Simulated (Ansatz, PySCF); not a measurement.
Reaction (SMILES): CCO [ethanol] → COC [methoxymethane]
Geometries: B3LYP-D3(BJ)/def2-TZVP minima from Ansatz (an electronic-structure program), one conformer each, not searched for the lowest.

Quantity: isomerisation energy (electronic energy difference), in eV. Correlated levels leave the core frozen unless marked. No spin-orbit coupling. Non-relativistic. CBS marks a two-point X^-3 extrapolation of the correlation energy; Hartree-Fock from the larger set. The bracket is a focal-point correction in the basis named.

```json
[
 {"level": "HF/6-31G*", "program": "Ansatz", "isomerisation energy (eV)": "0.30", "minus last row": "-0.24"},
 {"level": "RI-HF/cc-pVQZ", "program": "Ansatz", "isomerisation energy (eV)": "0.45", "minus last row": "-0.09"},
 {"level": "SVWN5/def2-TZVPD", "program": "Ansatz", "isomerisation energy (eV)": "0.51", "minus last row": "-0.03"},
 {"level": "revPBE-D3(BJ)/def2-TZVPD", "program": "Ansatz + dftd3", "isomerisation energy (eV)": "0.49", "minus last row": "-0.05"},
 {"level": "BP86-D3(BJ)/def2-TZVPD", "program": "PySCF + dftd3", "isomerisation energy (eV)": "0.47", "minus last row": "-0.07"},
 {"level": "PBE0-D3(BJ)/def2-TZVPD", "program": "Ansatz + dftd3", "isomerisation energy (eV)": "0.51", "minus last row": "-0.03"},
 {"level": "PBE0/def2-QZVPP", "program": "Ansatz", "isomerisation energy (eV)": "0.52", "minus last row": "-0.02"},
 {"level": "BHLYP-D3(BJ)/def2-TZVPD", "program": "Ansatz + dftd3", "isomerisation energy (eV)": "0.47", "minus last row": "-0.07"},
 {"level": "TPSSh-D3(BJ)/def2-TZVPD", "program": "PySCF + dftd3", "isomerisation energy (eV)": "0.38", "minus last row": "-0.16"},
 {"level": "TPSSh-D4/def2-TZVPD", "program": "PySCF + dftd4", "isomerisation energy (eV)": "0.38", "minus last row": "-0.16"},
 {"level": "r2SCAN0/def2-TZVPD", "program": "Ansatz", "isomerisation energy (eV)": "0.51", "minus last row": "-0.03"},
 {"level": "wB97X-V/def2-TZVPD", "program": "Ansatz", "isomerisation energy (eV)": "0.48", "minus last row": "-0.06"},
 {"level": "MP2/aug-cc-pVDZ", "program": "Ansatz", "isomerisation energy (eV)": "0.61", "minus last row": "0.07"},
 {"level": "CCSD(T)/aug-cc-pVDZ", "program": "Ansatz", "isomerisation energy (eV)": "0.56", "minus last row": "0.02"},
 {"level": "RI-MP2/CBS(aug-cc-pVTZ,aug-cc-pVQZ)+[CCSD(T)-MP2]/aug-cc-pVTZ", "program": "Ansatz", "isomerisation energy (eV)": "0.54", "minus last row": "0.00"}
]
```
